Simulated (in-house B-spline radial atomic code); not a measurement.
The numbers below are computed, except where a source is named.
# Two electrons in InAs: a spherical dot of radius 20.1 nm with hard walls with an ionised donor at its centre

For InAs the NSM archive of the Ioffe Institute lists m* = 0.023 m0 and ε = 15.15. Real donors also feel a central-cell potential, which shifts the ground state. In so narrow a gap the band flattens within tens of meV, so real spacings are smaller, by up to some tenths.

Effective-mass model with parabolic bands, a uniform dielectric constant, no image charges, no central-cell or spin-orbit terms. Two-electron levels come from full CI in B-splines with partial waves to l = 5 (up to 0.001 effective hartree above the limit).

(1) What are the effective units, and what is the potential in them?

In these units the lowest s and p orbitals lie at 10.4807 and 27.0942, and their Coulomb and exchange integrals are J_ss = 3.2094, J_sp = 2.8552 and K_sp = 0.6164. Full CI gives 24.1029 for the ground singlet, 39.7992 for the sp triplet, 40.9767 for the sp singlet and 66.9301 for the lowest triplet of two s orbitals.

(2) What does it cost to add the second electron, to first order and exactly?

(3) How far above the singlet do the triplets lie?

Answers

(1) Ha* = 27211.386 meV × 0.023/15.15² = 2.727 meV and a* = 0.0529177 nm × 15.15/0.023 = 34.86 nm. The radius is R = 0.577 a*, with −1/r added.

(2) To first order E = 2ε_s + J_ss = 24.1707, so the charging energy E(2) − 2E(1) is J_ss = 8.751 meV. CI gives 24.1029 − 2 × (10.4807) = 3.1415, or 8.566 meV: relaxation and correlation lower it by 0.1851 meV, 2.1 % of J_ss. The s² configuration of one-electron orbitals holds 99.9 % of the state, and the mean radius is 9.81 nm.

(3) To first order the sp triplet lies at ε_s + ε_p + J_sp − K_sp = 39.8136, which is 42.66 meV above 2ε_s + J_ss. CI gives 39.7992 − (24.1029) = 15.6964, or 42.8 meV, 94 % of the orbital spacing of 45.3 meV. The ss triplet lies 116.8 meV up, so the lower of the two is the sp one, and its gap equals k_BT at 497 K. The sp singlet-triplet splitting is 3.211 meV, against 2K_sp = 3.362 meV.
